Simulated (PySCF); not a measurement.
H₂Cl₃GaO, singlet at its CAM-B3LYP/def2-SVP optimised geometry (Å):

```
7

Ga    -0.5321    -0.1513     0.0000
Cl    -1.4992     1.7727     0.0000
Cl    -1.6121    -1.7727     0.8972
Cl     1.6121    -0.1513     0.0000
O     -0.8276    -0.6728    -1.9792
H     -0.4014    -0.0941    -2.6304
H     -1.7538    -0.7904    -2.2417
```

Method: CAM-B3LYP/def2-TZVP (PySCF). Cells within 0.4 Å of a nucleus heavier than hydrogen are left out (blank, or x).

Map of the log10 of the electron density (e/bohr³), floored at −4 on the plane z = 0.0 Å:

```
|00000001111110000000000000000|
|00000122222221000000000000000|
|00011233333332110000000000000|
|00112344454443210000000000000|
|00123455666544321000000000000|
|01234566777654322100000000000|
|01234567787765432111110000000|
|01235677xx8765432222221100000|
|01245678xxx765433333332211000|
|012356778x8765443344443321000|
|01234567777765544455554432100|
|01234556677666555566665543210|
|00123455666777656677776543210|
|00123345567899766778877654210|
|00112344568xxx86678xx87654310|
|00122344568xxx86678xx87654310|
|00123345567899766778877654210|
|01223455666777656677776543210|
|01234456666665555566665543210|
|01234566666655444455554432100|
|01234566766654433344443321100|
|01234566666554332333332211000|
|01234556666544322222221100000|
|01223455555543221111110000000|
|00123344554433210000000000000|
|00012333443332110000000000000|
|00001222332221100000000000000|
|00000111222110000000000000000|
|00000000111000000000000000000|
```
Scale: ten equal steps from -4.00 (start of '0') to 0.367 (end of '9'), in the order '0123456789'; x runs from -4.00 to 4.00, y from -4.00 (bottom) to 4.00 (top).
